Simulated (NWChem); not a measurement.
# HSeOCl; SMILES [Se](Cl)O

```xyz
4

Se     0.4126     0.4706     0.0041
Cl    -0.1920    -1.6345     0.0079
O     -1.1584     1.3032     0.0702
H     -1.4970     1.3622    -0.8347
```
Atoms are numbered in this order, from 1.

Program: NWChem. Medium grid unless said otherwise, to which SCAN and Minnesota functionals are sensitive. Coordinates come from a PBE0/def2-SVP optimisation. Hybrids' shares of exact exchange are those that their runs print; pure functionals count as 0. The functionals differ in more than this share.

```
row                share of exact exchange  orbital gap (eV)
-----------------  -----------------------  ----------------
PBE/def2-TZVP                         0.00              2.60
OLYP/def2-TZVP                        0.00              2.65
B3LYP/def2-TZVP                       0.20              4.28
r2SCAN0/def2-TZVP                     0.25              4.99
M06/def2-TZVP                         0.27              4.88
M05-2X/def2-TZVP                      0.56          withheld
```

Fit a straight line of the last column on the one before it, predict the withheld value, and compare with the run.


1. Means of the 5 shown rows: x = 0.144, y = 3.880. Slope Σ(x − x̄)(y − ȳ)/Σ(x − x̄)² = 0.6275/0.07172 = 8.749; intercept 2.620.
2. The shown rows scatter about the line by 0.103 (root mean square); the largest residual is +0.18, at r2SCAN0/def2-TZVP.
3. At x = 0.56 (M05-2X/def2-TZVP; beyond the shown range) the line gives 7.52.
4. The run gives 7.08, -0.44 from the line, 4.3 times the scatter.
